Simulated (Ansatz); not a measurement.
Program: Ansatz. Geometries: PBE0-D4/def2-TZVP. ΔE: electronic, gas phase. CCSD(T)/CBS is the MP2 limit (def2-TZVPP, def2-QZVPP) plus CCSD(T) − MP2 in def2-TZVPP, frozen cores. This one scheme is used for every species. DFT in def2-TZVPP. For Ge outer-core shells are correlated without core-valence functions, which leaves a few kJ/mol of doubt a bond. Scalar relativity is left out up to krypton. One conformer a species, not always the lowest.

Consider the hydrogenolysis of a C–C bond: `C[CH2][GeH]([SiH3])[Cl]` + H₂ → `[CH3][GeH]([SiH3])[Cl]` + CH₄.

```tsv
level	ΔE (kcal/mol)
B97M-V	-19.9
CCSD/def2-TZVPP	-18.8
```

Q: What does CCSD(T)/CBS give? (Estimate.)

A: Ansatz gave: -17.4 kcal/mol. The listed levels differ from it by -2.5, -1.4 kcal/mol.

Largest T1 diagnostic among the species: 0.010.

The D4 term adds +2.7 kcal/mol with B3LYP and +1.6 kcal/mol with PBE0; it sums over pairs of atoms, weighted by their polarisabilities, and B3LYP, whose exchange is more repulsive, gets the larger term. Leaving LDA and LC-ωPBE aside and taking each functional with its dispersion term where it has one, the values, not all of them listed here, spread over 4.0 kcal/mol, from B97M-V to revPBE-D4. LDA lies +2.4 kcal/mol from PBE without D4.

B3LYP here is the variant with VWN-RPA as its local correlation; programs differ in this.
